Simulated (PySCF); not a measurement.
Exercise with solution: dipole moment from atomic charges

Bi(Cl)2(SiH3) (BiCl2H3Si), SMILES [Cl][Bi]([Cl])[SiH3]. Atoms are numbered in the order given.

```xyz
7

Bi     0.4943    -0.2231     0.0000
Cl    -1.0259    -0.6662    -1.9234
Cl    -1.0259    -0.6662     1.9234
Si    -0.3341     2.3425     0.0000
H      0.1751     3.0393     1.2202
H     -1.8222     2.2978     0.0000
H      0.1751     3.0393    -1.2202
```
Charge 0, spin multiplicity 1.

Coordinates come from a r2SCAN-D4/def2-SVP optimisation. The structure was generated by enumeration; whether it is a known compound was not checked. The def2 effective core potentials stand for the cores of Bi; spin–orbit coupling is left out.

Charges (e) from B3LYP/def2-TZVP in PySCF:

```
atom  Mulliken  ESP fit
----  --------  -------
Bi1      0.734    0.475
Cl2     -0.375   -0.265
Cl3     -0.375   -0.265
Si4      0.085    0.242
H5      -0.032   -0.067
H6      -0.004   -0.053
H7      -0.032   -0.067
```

The dipole moment of the full density is 3.87 D.

Question: What dipole moment does each set of point charges give, and which comes closer to that of the density?

Answer: 
μ = Σ q r, and 1 e Å = 4.8032 D.
Mulliken: Σ q r = (1.100, 0.331, 0.000) e Å, |μ| = 5.52 D.
ESP fit: Σ q r = (0.771, 0.285, 0.000) e Å, |μ| = 3.95 D.
ESP fit comes closer in size. Point charges leave out the atoms' own dipoles (lone pairs, polarised bonds); fits to the potential absorb them, partitions of the density don't.
